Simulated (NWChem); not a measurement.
# Si2H4, singlet; SMILES [SiH][SiH3]

```xyz
6

Si    -0.0804     1.3226     0.0002
H      1.4538     1.2957    -0.0003
Si    -0.0281    -1.0712     0.0001
H      0.7252    -1.5471     1.2092
H      0.7134    -1.5421    -1.2182
H     -1.3734    -1.7262     0.0051
```
Atoms are numbered in this order, from 1.

All runs: NWChem. Low-valent species are run as closed-shell singlets; no triplet was tried in these runs. Geometry: optimised at PBE0/def2-SVP. Vertical excitations in the gas phase; the lowest state need not have the same character in each row.

| level | lowest excitation, singlet (eV) | oscillator strength of that lowest state | orbital gap (eV) |
|---|---|---|---|
| PBE/def2-SVPD, TDA | 1.96 | 0.005 | 1.45 |
| B3LYP/def2-SVPD, TDA | 1.99 | 0.006 | 2.94 |
| PBE0/def2-SVPD, TDA | 1.98 | 0.006 | 3.28 |
| CAM-B3LYP/def2-SVPD, TDA | 1.96 | 0.007 | 5.65 |
